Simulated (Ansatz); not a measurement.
Cost and result up the ladder for ZnH₂ (3 atoms). Charge 0, multiplicity 1. Geometry: r2SCAN-D4/def2-TZVP.

```xyz
3

Zn    0.000    0.000    0.000
H    -1.273   -0.536    0.661
H     1.273    0.536   -0.661
```

Ansatz on 4 threads of Arm Neoverse V1 on a shared host. Times are rough, and most runs start from the orbitals of an earlier one. CAM-B3LYP-D4/def2-TZVP serves as the yardstick here, not as an exact answer. Differences are given only for rows in sets of like size (and for xTB, whose basis is part of the method), since another set adds its own error. Binding counts from free atoms at the same level (Zn singlet, H doublet; other spins of the atoms weren't run), without zero-point energy or a counterpoise term.

LC-ωPBE has ω = 0.4 bohr⁻¹. HSE06 is defined as in plane-wave codes, on full-range PBE exchange. Correlated methods freeze 9 core orbitals.

Correlated methods converge slowly with the basis.

```csv
level,functions,binding energy per atom (eV),difference from CAM-B3LYP-D4/def2-TZVP (eV)
HSE06-D4/def2-TZVP,60,1.47,-0.07
MP2/def2-TZVP,60,1.40,-0.13
PBE0-D4/def2-TZVP (with forces),60,1.47,-0.06
PBE-D4/def2-TZVP,60,1.45,-0.09
PBE0-D4/def2-SVP,41,1.49,–
LC-ωPBE/def2-TZVP,60,1.59,0.05
PBE-D4/def2-SVP,41,1.48,–
CAM-B3LYP-D4/def2-TZVP,60,1.54,0.00
r2SCAN-D4/def2-TZVP,60,1.55,0.02
revPBE-D4/def2-TZVP,60,1.44,-0.09
CCSD(T)/def2-TZVPP,92,1.50,-0.03
r2SCAN0-D4/def2-TZVP,60,1.54,0.01
BLYP-D4/def2-TZVP,60,1.45,-0.09
```

**Question.** Estimate how long each takes.

**Answer.** MP2/def2-TZVP 0.2 s; revPBE-D4/def2-TZVP 0.25 s; PBE-D4/def2-SVP 0.25 s; PBE0-D4/def2-SVP 0.25 s; PBE-D4/def2-TZVP 0.3 s; BLYP-D4/def2-TZVP 0.35 s; LC-ωPBE/def2-TZVP 0.35 s; CAM-B3LYP-D4/def2-TZVP 0.4 s; HSE06-D4/def2-TZVP 0.4 s; PBE0-D4/def2-TZVP (with forces) 0.5 s; r2SCAN-D4/def2-TZVP 0.65 s; r2SCAN0-D4/def2-TZVP 0.7 s; CCSD(T)/def2-TZVPP 0.75 s. On shared hardware such times vary by a factor of up to 3.
